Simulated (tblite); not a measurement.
C4H9FO3Si.
Numbering: `[CH3:1][O:2][Si@H:3]([F:4])[O:5][CH2:6][C:7]([CH3:8])=[O:9]` (hydrogens: H10, H11, H12 on C1; H13 on Si3; H14, H15 on C6; H16, H17, H18 on C8)

The geometry is computed with GFN2-xTB (gas phase).

Task: Give the optimised bond lengths and angles.

Result: 
| bond | length (Å) |
| --- | --- |
| C1–O2 | 1.399 |
| O2–Si3 | 1.601 |
| Si3–F4 | 1.607 |
| Si3–O5 | 1.619 |
| O5–C6 | 1.387 |
| C6–C7 | 1.524 |
| C7–C8 | 1.505 |
| C7=O9 | 1.201 |
| C1–H10, C1–H11, C1–H12 | 1.091 |
| Si3–H13 | 1.445 |
| C6–H14 | 1.095 |
| C6–H15 | 1.099 |
| C8–H16, C8–H17, C8–H18 | 1.087 |

Bonds in one row agree within 0.01 Å and their mean is given. A selection of angles:
| angle | degrees |
| --- | --- |
| O2–C1–H10 | 109.5 |
| O2–C1–H11 | 111.8 |
| O2–C1–H12 | 108.0 |
| H10–C1–H11 | 109.0 |
| C1–O2–Si3 | 131.0 |
| O2–Si3–F4 | 101.9 |
| O2–Si3–O5 | 107.7 |
| O2–Si3–H13 | 115.5 |
| F4–Si3–O5 | 107.5 |
| F4–Si3–H13 | 106.0 |
| O5–Si3–H13 | 116.9 |
| Si3–O5–C6 | 130.2 |
| O5–C6–C7 | 112.4 |
| O5–C6–H14 | 107.7 |
| O5–C6–H15 | 110.8 |
| C7–C6–H14 | 109.5 |
| C7–C6–H15 | 108.0 |
| H14–C6–H15 | 108.4 |
| C6–C7–C8 | 114.3 |
| C6–C7–O9 | 121.8 |
| C8–C7–O9 | 123.8 |
| C7–C8–H16 | 110.0 |
| H16–C8–H17 | 109.3 |
| H17–C8–H18 | 108.0 |

Dihedral angles: C1–O2–Si3–F4 176° (antiperiplanar); O2–Si3–O5–C6 -176° (antiperiplanar); Si3–O5–C6–C7 70° (synclinal); O5–C6–C7–C8 171° (antiperiplanar).

The C–O distances run from 1.201 Å (C7=O9, drawn double) to 1.399 Å (C1–O2, drawn single), a spread of 0.198 Å. Of the pairs four or more bonds apart, Si3···O9 is among the closest relative to their van der Waals radii: 3.19 Å, 88 % of the sum of Bondi's values. Si3 (fluorine-bound silicon) is distorted tetrahedral (angles from 101.9° to 116.9°).

Point group: C1 (no symmetry element, even within 0.4 Å). GFN2-xTB frequencies show an imaginary mode (76i cm⁻¹), so the point is no minimum at that level. 3 starts were optimised and ended at 0.00, 0.40 and 0.76 kcal/mol (GFN2-xTB); the lowest of these is shown.
